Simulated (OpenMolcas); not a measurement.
## Ionisation energies of scandium

```yaml
Program: OpenMolcas 26.06
Basis: ANO-RCC-VQZP [7s6p4d3f2g1h]
Scalar_Hamiltonian: DKH2, point nucleus
Spin-orbit_coupling: state interaction with AMFI integrals over the reference wave functions, term energies averaged over their components
```

Active shells in each charge state: the valence d, s shells, with orbitals averaged over the low states. Where CASPT2's correlated closed shells are named, they are those of the first ion.

A. CASSCF
B. SS-CASPT2, IPEA 0.25 Eh, imaginary shift 0.1 Eh (closed shells correlated: 3s 3p)
C. SS-CASPT2, IPEA 0 Eh, imaginary shift 0.1 Eh (closed shells correlated: 3s 3p)
D. SS-CASPT2, IPEA 0.25 Eh, imaginary shift 0.1 Eh (closed shells correlated: 2s 2p 3s 3p)

Energies in eV between the lowest computed levels, named as in B; reference values from the NIST Atomic Spectra Database with their kind.

```
            From              To       A       B       C       D  Spin-orbit share in B          Reference
Sc 3d 4s² ²D_3/2   Sc+ 3d 4s ³D₁   5.212   6.219   6.329   6.219                 -0.002   6.561 (measured)
   Sc+ 3d 4s ³D₁  Sc2+ 3d ²D_3/2  11.971  12.759  12.825  12.761                 -0.003  12.800 (measured)
```

Error against the reference values, in %:

```json
{"From": "Sc", "Reference": "measured", "A": "-20.6", "B": "-5.2", "C": "-3.5", "D": "-5.2"}
{"From": "Sc+", "Reference": "measured", "A": "-6.5", "B": "-0.3", "C": "+0.2", "D": "-0.3"}
```

Mean absolute error over the 2 measured values: A 1.09 eV, B 0.19 eV, C 0.13 eV, D 0.19 eV. C lies closest.

The lowest level within the active space need not be the ion's true ground level.
